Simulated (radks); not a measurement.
The numbers below are computed, except where a source is named.
Question: The mean radii <r> (bohr) of the occupied orbitals of an atom or ion are listed with their occupations. Level of theory: scalar-relativistic Kohn-Sham, PBEsol, spin-polarised, spherical densities, finite nucleus; Fermi nuclear charge, rms radius of each element as measured or else 0.836 A^(1/3) + 0.57 fm (a radial shooting solver on a logarithmic mesh with Libxc functionals).

orbital  occ.      <r>
1s down     1  0.01867
1s up       1  0.01867
2s up       1  0.07898
2s down     1  0.07898
2p up       3  0.07058
2p down     3  0.07058
3s up       1   0.2049
3s down     1   0.2049
3p up       3   0.2049
3p down     3   0.2049
3d up       5   0.1857
3d down     5   0.1857
4s up       1   0.4589
4s down     1   0.4589
4p up       3   0.4878
4p down     3   0.4878
4d up       5   0.5233
4d down     5   0.5231
5s up       1    1.103
5s down     1    1.097
5p up       3    1.299
5p down     3    1.289
4f up       7   0.6418
4f down     7   0.6373
6s up       1    3.221
6s down     1    3.415
5d up       3    2.211

Name the element and its charge. Open shells, if any, are filled with parallel spins first.

Answer: Z = 73, tantalum, charge 0: Ta in [Xe] 4f14 5d3 6s2. The 1s radius gives Z: for a bare nucleus <r> = (2 gamma + 1)/(2Z) with gamma = sqrt(1 - (Z/c)^2), 0.01844 bohr for Z = 73, and screening makes it slightly larger (0.01867 here). The occupations add up to 73, and the charge is Z minus that.
